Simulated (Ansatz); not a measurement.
Species: HTe, net charge 0, doublet state. 
Structure (B3LYP-D3(BJ)/def2-TZVP (Ansatz, a program for electronic structure) minimum search):
SMILES: [TeH]
```xyz
2

Te     0.0000     0.0000    -0.0314
H      0.0000     0.0000     1.6331
```
Charge 0, spin multiplicity 2.

Property: atomisation energy (electronic, to ground-state atoms), in kcal/mol. Cores are frozen in the correlated levels unless marked. UHF or UKS for open shells. Spin-orbit coupling is left out. The frozen core is the preceding noble-gas configuration, with the filled d and f shells of earlier blocks. In def2 rows, elements after Kr have scalar-relativistic effective core potentials. STO-3G rows are all-electron and non-relativistic. The coupled-cluster limit lacks core correlation, which all-electron functionals hold. CBS marks a two-point X^-3 extrapolation of the correlation energy; Hartree-Fock from the larger set.

| level | program | atomisation energy (kcal/mol) |
|---|---|---|
| B3LYP-D3(BJ)/def2-TZVPD | Ansatz + dftd3 | [?] |
| PBE0-D4/def2-TZVPD | Ansatz + dftd4 | [?] |
| r2SCAN0/def2-TZVPD | Ansatz | 67.1 |
| B2GP-PLYP/def2-TZVPD | Ansatz | [?] |
| SCS-MP2/STO-3G | Ansatz | 70.6 |
| CCSDT/def2-SVP | Ansatz | 61.0 |
| CCSD(T)/CBS(def2-TZVPPD,def2-QZVPPD) | Ansatz | 68.3 |

### Question
Some entries are withheld; supply them.

### Answer

- B3LYP-D3(BJ)/def2-TZVPD, atomisation energy (kcal/mol): 70.1
- PBE0-D4/def2-TZVPD, atomisation energy (kcal/mol): 67.5
- B2GP-PLYP/def2-TZVPD, atomisation energy (kcal/mol): 66.0
